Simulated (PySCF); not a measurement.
Species: C4H7F3P2S.
SMILES with atom numbers: `[F:1][C:2]([F:3])=[C:4]([F:5])[P@@H:6](=[S:7])[CH2:8][CH2:9][PH2:10]` (hydrogens: H11 on P6; H12, H13 on C8; H14, H15 on C9; H16, H17 on P10)

The same species was optimised twice, with GFN2-xTB and with PBE0-D3(BJ)/def2-SVP (PySCF), and the same property calculations (PySCF, gas phase) were run on both structures.

```
      coordinate  GFN2-xTB  PBE0-D3(BJ)/def2-SVP  change
       F1–C2 (Å)     1.326                 1.305  -0.021
       C2–F3 (Å)     1.318                 1.301  -0.017
       P6=S7 (Å)     1.923                 1.940  +0.017
       C4–P6 (Å)     1.844                 1.829  -0.015
      C9–P10 (Å)     1.859                 1.869  +0.010
       C2=C4 (Å)     1.328                 1.336  +0.008
       P6–C8 (Å)     1.844                 1.838  -0.006
       C4–F5 (Å)     1.342                 1.336  -0.006
       C8–C9 (Å)     1.524                 1.523  -0.001
    P6–C8–C9 (°)     107.1                 112.4    +5.3
    C4–P6–S7 (°)     112.8                 117.4    +4.6
   C8–C9–P10 (°)     108.0                 111.9    +3.9
    S7–P6–C8 (°)     117.9                 114.6    -3.3
    F3–C2–C4 (°)     128.0                 125.0    -3.0
    F1–C2–C4 (°)     120.7                 122.5    +1.8
    F5–C4–P6 (°)     115.1                 116.8    +1.7
    C2–C4–F5 (°)     120.7                 119.0    -1.7
 C2–C4–P6–S7 (°)       -64                   -58      +6
 C4–P6–C8–C9 (°)      -177                  -178      -1
P6–C8–C9–P10 (°)       -49                   -66     -17
```

Rotational constants: A = 1434, B = 448.3, C = 444.4 MHz (GFN2-xTB) against A = 1369, B = 425.9, C = 402.5 MHz (PBE0-D3(BJ)/def2-SVP). Point groups within 0.08 Å: C1 and C1.

On the GFN2-xTB structure: HOMO (eV) -6.82 [PBE0/pcSseg-1]; LUMO (eV) -0.67 [PBE0/pcSseg-1]; dipole (D) 4.49 [PBE0/pcSseg-1]; GIAO shielding of F1 (ppm) 282.8 [PBE0/pcSseg-1]; GIAO shielding of C2 (ppm) 16.4 [PBE0/pcSseg-1]; GIAO shielding of F3 (ppm) 254.2 [PBE0/pcSseg-1]; GIAO shielding of C4 (ppm) 45.6 [PBE0/pcSseg-1]; GIAO shielding of F5 (ppm) 365.5 [PBE0/pcSseg-1]; GIAO shielding of P6 (ppm) 328.3 [PBE0/pcSseg-1]; GIAO shielding of S7 (ppm) 791.1 [PBE0/pcSseg-1]; GIAO shielding of C8 (ppm) 152.5 [PBE0/pcSseg-1].

Question: What do these properties become on the PBE0-D3(BJ)/def2-SVP structure?

Answer: 
```json
{"property": "HOMO (eV)", "level": "PBE0/pcSseg-1", "on GFN2-xTB": "-6.82", "on PBE0-D3(BJ)/def2-SVP": "-6.91", "change": "-0.09"}
{"property": "LUMO (eV)", "level": "PBE0/pcSseg-1", "on GFN2-xTB": "-0.67", "on PBE0-D3(BJ)/def2-SVP": "-0.84", "change": "-0.17"}
{"property": "dipole (D)", "level": "PBE0/pcSseg-1", "on GFN2-xTB": "4.49", "on PBE0-D3(BJ)/def2-SVP": "4.15", "change": "-0.34"}
{"property": "energy, GFN2-xTB geometry as zero (kcal/mol)", "level": "PBE0/pcSseg-1", "on GFN2-xTB": "0.0", "on PBE0-D3(BJ)/def2-SVP": "-6.1", "change": "-6.1"}
{"property": "GIAO shielding of F1 (ppm)", "level": "PBE0/pcSseg-1", "on GFN2-xTB": "282.8", "on PBE0-D3(BJ)/def2-SVP": "282.7", "change": "-0.1"}
{"property": "GIAO shielding of C2 (ppm)", "level": "PBE0/pcSseg-1", "on GFN2-xTB": "16.4", "on PBE0-D3(BJ)/def2-SVP": "16.8", "change": "+0.4"}
{"property": "GIAO shielding of F3 (ppm)", "level": "PBE0/pcSseg-1", "on GFN2-xTB": "254.2", "on PBE0-D3(BJ)/def2-SVP": "254.7", "change": "+0.5"}
{"property": "GIAO shielding of C4 (ppm)", "level": "PBE0/pcSseg-1", "on GFN2-xTB": "45.6", "on PBE0-D3(BJ)/def2-SVP": "50.1", "change": "+4.5"}
{"property": "GIAO shielding of F5 (ppm)", "level": "PBE0/pcSseg-1", "on GFN2-xTB": "365.5", "on PBE0-D3(BJ)/def2-SVP": "371.3", "change": "+5.8"}
{"property": "GIAO shielding of P6 (ppm)", "level": "PBE0/pcSseg-1", "on GFN2-xTB": "328.3", "on PBE0-D3(BJ)/def2-SVP": "322.2", "change": "-6.1"}
{"property": "GIAO shielding of S7 (ppm)", "level": "PBE0/pcSseg-1", "on GFN2-xTB": "791.1", "on PBE0-D3(BJ)/def2-SVP": "771.8", "change": "-19.3"}
{"property": "GIAO shielding of C8 (ppm)", "level": "PBE0/pcSseg-1", "on GFN2-xTB": "152.5", "on PBE0-D3(BJ)/def2-SVP": "151.1", "change": "-1.4"}
```

The heavy atoms differ by 0.184 Å rms after alignment. Among bonds between heavy atoms F1–C2 changes most (-0.021 Å). Changes are differences of the printed values. Neither structure is proved a minimum here.

Conformer computed: `[F:1][C:2]([F:3])=[C:4]([F:5])[P@@H:6](=[S:7])[CH2:8][CH2:9][PH2:10]`: C2–C4–P6–S7 -58°, C4–P6–C8–C9 -178°, P6–C8–C9–P10 -66°, H–P10–C9–C8 -85°, H–P10–C9–C8 180°.
